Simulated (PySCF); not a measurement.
Start geometry of `C#CBP[SiH3]` from GFN2-xTB (Å):
```
atom  x, y, z in Å
C1     3.186   -0.536    0.074
C2     2.107   -0.049   -0.294
B3     0.764    0.519   -0.703
P4    -0.407    1.062    0.586
Si5   -2.256   -0.136    0.077
H6     4.085   -0.909    0.367
H7     0.538    0.707   -1.824
H8     0.018    0.378    1.700
H9    -2.014   -1.548   -0.156
H10   -3.142    0.001    1.254
H11   -2.840    0.484   -1.096
```

Q: What comes out of this run: PBE0-D3(BJ)/def2-SVP geometry optimisation, gas phase (PySCF 2.14.0)?

A: 
```
atom  x, y, z in Å
C1     3.308   -0.397   -0.007
C2     2.187   -0.011   -0.296
B3     0.783    0.433   -0.632
P4    -0.433    0.965    0.693
Si5   -2.310   -0.115    0.087
H6     4.298   -0.736    0.238
H7     0.437    0.558   -1.783
H8    -0.015    0.247    1.847
H9    -2.138   -1.592   -0.063
H10   -3.356    0.146    1.119
H11   -2.722    0.477   -1.219
```

The energy falls by 5.7 kcal/mol over 10 energy and gradient evaluations, the largest force component goes from 0.0788 to 3.7e-04 Eh/bohr, and the atoms move by 0.186 Å rms after alignment. The bond that changes most is C1–H6 (terminal alkyne carbon to alkyne hydrogen), which lengthens by 0.058 Å. Bonds longer at the end by more than 0.005 Å: 7 of 10; shorter: 2. Among the angles that change most is P4–B3–H7, from 120.6° to 117.3°. Among the dihedrals that turn most is H7–B3–P4–Si5, from 62° to 51°. Rotational constants go from 8231, 1296, 1225 to 9103, 1229, 1163 MHz. The orientation of the end geometry is arbitrary; only internal coordinates are fixed.

The run used 108 basis functions and 66 SCF cycles in all.

No PBE0-D3(BJ)/def2-SVP frequencies stand behind this structure, so it isn't proved a minimum. The numbers are those of one conformer.
